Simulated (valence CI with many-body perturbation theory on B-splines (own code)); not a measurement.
**Run record, Cs5+**

Level of theory: valence CI with perturbative core correlation (CI+MBPT): four valence electrons over a frozen Dirac-Fock core [Kr] 4d10, a basis of 6 s, 6 p, 5 d, 3 f, 1 g functions for each j, with the one-electron correlation potential Σ1 (screened to all orders), the two-electron term Σ2, the three-electron term Σ3, Breit, model QED; selected single and double excitations, second order for the rest, scaled by the run's own slope (own B-spline code, finite nucleus).

Command, and the settings that its task file holds:

```sh
python run_cv.py task.json out
```

```
atom Cs  Z=55  mass_number=133  rms_radius_fm=4.8041
core [Kr] 4d10
valence 5s2 5p2
avg = 1
basis = S
breit = 1
cap = 10000
capref = 1200
cscale = 1
de = 0.0
dress = 0
eps = 2e-08
extrap = 1
h = 0.27
hh = 1
l2 = 3
lcore = 6
maxit = 60
n2 = 5
natural = 1
nlev = 21
nno = [3, 3, 3, 2, 1]
nroot = 26
nsp = [3, 3, 2, 1, 0]
pt2 = 1
qed = 1
rpa = 1
s1 = 1
s2 = 3
s3 = 1
screen = 1
tol = 2e-05
whole = 1
```

It took 60 s on 1 thread of Arm Neoverse V2, on a shared host.

Log. The first blocks belong to the next ion, which gives the ionisation energy. Fields: 2J, parity (1 odd), roots, reference size, generating configurations, candidates as configurations/state functions, variational space P, stored matrix elements, Davidson steps; e2 is the range of second-order energies in hartree. The first line gives the box (bohr), its intervals, the orbitals and the steps of their self-consistent field. Window is the range of levels sought, series limit the energy at which the first omitted orbital would enter, core excitation an estimate of the first excitation out of the core, left out the lowest levels not solved, and shifts from estimates the range by which levels moved from their first estimate, all in cm⁻¹.

```
rmax 14.5 intervals 63 orbitals 36 references ['5s2 5p2', '5s 5p3', '5s2 5p 5d', '4f 5s2 5p'] scf 8 t 1.9
2J=1 par=1 roots 2 ref 31 generators 10 cand 1773/2610 P 683/999 nnz 0 it 0
2J=1 par=1 roots 2 ref 31 generators 33 cand 2180/3184 P 1156/1729 nnz 0 it 6
   second order: generators 53 cand 1985/2873 e2 -0.00001 -0.00000
reference levels 344, estimated 46, window 178892 1/cm; series limit 349387, core excitation 587073
2J=0 par=0 roots 2 ref 21 generators 10 cand 3474/5691 P 1083/1604 nnz 0 it 4
2J=0 par=0 roots 2 ref 21 generators 33 cand 7557/13791 P 2089/3410 nnz 7.3e+05 it 5
   second order: generators 76 cand 12785/24629 e2 -0.00005 -0.00003
2J=2 par=0 roots 2 ref 37 generators 12 cand 4502/20903 P 1056/3498 nnz 1.6e+06 it 5
2J=2 par=0 roots 2 ref 37 generators 32 cand 9077/39128 P 1775/6154 nnz 3.6e+06 it 5
   second order: generators 74 cand 14235/67734 e2 -0.00006 -0.00005
2J=4 par=0 roots 5 ref 49 generators 26 cand 7098/44492 P 973/3565 nnz 1.6e+06 it 6
2J=4 par=0 roots 5 ref 49 generators 67 cand 11615/69260 P 2318/9998 nnz 8.6e+06 it 9
   second order: generators 145 cand 17655/117054 e2 -0.00014 -0.00008
2J=4 par=1 roots 6 ref 45 generators 22 cand 5949/32361 P 990/3561 nnz 1.5e+06 it 5
2J=4 par=1 roots 6 ref 45 generators 74 cand 13626/78331 P 2450/9997 nnz 8.3e+06 it 8
   second order: generators 156 cand 17186/112453 e2 -0.00014 -0.00003
2J=2 par=1 roots 5 ref 38 generators 23 cand 5756/25356 P 1255/3553 nnz 1.4e+06 it 5
2J=2 par=1 roots 5 ref 38 generators 69 cand 12035/51752 P 2952/9998 nnz 7.1e+06 it 8
   second order: generators 154 cand 15533/75544 e2 -0.00009 -0.00004
2J=6 par=1 roots 3 ref 36 generators 12 cand 4590/27687 P 947/3544 nnz 1.6e+06 it 5
2J=6 par=1 roots 3 ref 36 generators 57 cand 12519/78851 P 2321/9995 nnz 8.8e+06 it 9
   second order: generators 118 cand 15049/106090 e2 -0.00014 -0.00007
2J=0 par=1 roots 2 ref 14 generators 13 cand 4410/7708 P 1585/2467 nnz 0 it 4
2J=0 par=1 roots 2 ref 14 generators 39 cand 9496/17709 P 2609/4348 nnz 1.3e+06 it 5
   second order: generators 85 cand 13412/26060 e2 -0.00004 -0.00003
2J=6 par=0 roots 4 ref 33 generators 26 cand 7425/51068 P 796/3542 nnz 1.7e+06 it 5
2J=6 par=0 roots 4 ref 33 generators 47 cand 9184/62018 P 1984/9997 nnz 9.3e+06 it 9
   second order: generators 97 cand 15108/108454 e2 -0.00008 -0.00007
2J=8 par=0 roots 3 ref 24 generators 19 cand 6790/45210 P 820/3523 nnz 1.7e+06 it 6
2J=8 par=0 roots 3 ref 24 generators 40 cand 8928/59710 P 2025/9999 nnz 9e+06 it 8
   second order: generators 91 cand 14665/107713 e2 -0.00011 -0.00006
2J=10 par=0 roots 1 ref 9 generators 8 cand 3809/23002 P 613/2557 nnz 1.2e+06 it 5
2J=10 par=0 roots 1 ref 9 generators 17 cand 6137/36654 P 1039/4605 nnz 2.7e+06 it 5
   second order: generators 37 cand 10261/66503 e2 -0.00006 -0.00006
left out: unestimated 258421, estimated 199949, shifts from estimates -20 to 28
operators 4.3
```

The Davidson iterations converged. The settings are bad on purpose, so the numbers may not be properties of the ion.

Set against measurement, 10 paired levels are off by 2633 cm⁻¹ on average, the worst by 9070. These come from a selection out of Sansonetti, J. Phys. Chem. Ref. Data 38, 761 (2009). Levels without a partner in it may be off by more, other configurations by several thousand cm⁻¹. 4 measured levels below the end of the list, from 154198 cm⁻¹ on, found no clear computed partner, and computed levels of the same name lie up to 22822 cm⁻¹ from them.

| Item | Value |
| --- | --- |
| Valence energy | -14.27827 hartree |
| Ionisation energy | 69.637 eV (NIST: 69.1 ± 2 eV (theoretical)) |
| Reference configurations for the orbitals | 5s2 5p2, 5s 5p3, 5s2 5p 5d, 4f 5s2 5p |
| Radial orbitals | 36 |
| Box radius | 14.52 bohr |
| Largest variational space | 9999 |
| Lowest levels | (5s^2 5p1/2^2) J=0 0.0, (5s^2 5p1/2 5p3/2) J=1 12595, (5s^2 5p1/2 5p3/2) J=2 17770, (5s^2 5p3/2^2) J=2 35309, (5s^2 5p3/2^2) J=0 51608, (5s 5p1/2^2 5p3/2) J=2 115950, (5s 5p1/2^2 5p3/2) J=1 134620, (5s 5p1/2 5p3/2^2) J=2 [a] 137550, (5s 5p1/2 5p3/2^2) J=3 142620, (5s 5p1/2 5p3/2^2) J=1 [a] 152820, (5s 5p1/2 5p3/2^2) J=2 [b] 154590, (5s 5p1/2 5p3/2^2) J=0 155070, (4f5/2 5s^2 5p1/2) J=3 156570, (4f7/2 5s^2 5p1/2) J=3 159710 cm⁻¹ |

Levels are named by their leading jj configuration (3d3/2^4 stands for four electrons in 3d with j = 3/2), which in mixed levels can hold well under half, so a name can repeat and another be missing. Letters in brackets count levels of one name in rising energy.
